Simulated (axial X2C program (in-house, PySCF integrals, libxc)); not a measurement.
## Ionising BAs

Calculated with an in-house relativistic program for diatomic molecules, spin-free (one-electron X2C) or two-component (2c: spin–orbit coupling with atomic mean-field Coulomb and Gaunt terms, which also bring small scalar terms), in Dyall basis sets with cores contracted in-house; open shells are unrestricted.

Basis sets: As dyall-cv3z, B dyall-v3z.

```tsv
Hamiltonian	level	BAs state	Re (Å)	ωe (cm⁻¹)	De (eV)
spin-free	PBE0	M_S = 1, Λ = 1	1.840	821.1	3.03
2c	PBE0	Ω = 2	1.841	819.9	3.08
```

Adiabatic ionisation energy (minimum to minimum, no zero-point term) and constants of BAs⁺:

```tsv
Hamiltonian	level	BAs⁺ state	IE (eV)	Re (Å)	ωe (cm⁻¹)	De (eV)	fragments
spin-free	PBE0	M_S = 3/2, Λ = 0	8.77	1.966	629.0	2.91	As + B+
2c	PBE0	Ω = 3/2	8.82	1.967	627.6	2.90	As + B+
```

(1) Add the zero-point terms to the ionisation energy at PBE0, 2c, and say whether the electron removed was bonding.

(2) Close the cycle De(BAs⁺) + IE(BAs) = De(BAs) + IE(B) to find the atomic ionisation energy at PBE0, 2c.

Each entry is the lowest single determinant of a limited PBE0 search at one distance. De goes to single-determinant-based atoms at the same level (for ions the charge split of lowest energy) and is withheld (n/a) where an atom does not fit its ground term or J level. Main or longest-lived isotopes. One determinant is a doubtful description, or other states lie close, for BAs, BAs⁺; these need not be ground states, and all values refer to the states named. Some open-shell Ω = 0 determinants are out of reach, so the Ω given for BAs need not be the lowest component. With several unpaired electrons the Ω given is that of one determinant, not necessarily of the lowest component. Some light 2c atoms are not at their ground J level, so De misses part of their lowering (0.04 eV or less). The functionals have no current term, which raises determinants with orbital currents.

Answers

(1) IE0 = IE + (ωe⁺ − ωe)/2 = 8.82 + (-0.012) = 8.81 eV. Re changes by 0.126 Å, so the bond lengthens, as on loss of a bonding electron.

(2) IE(B) = 2.90 + 8.82 − 3.08 = 8.64 eV, for the determinants used.
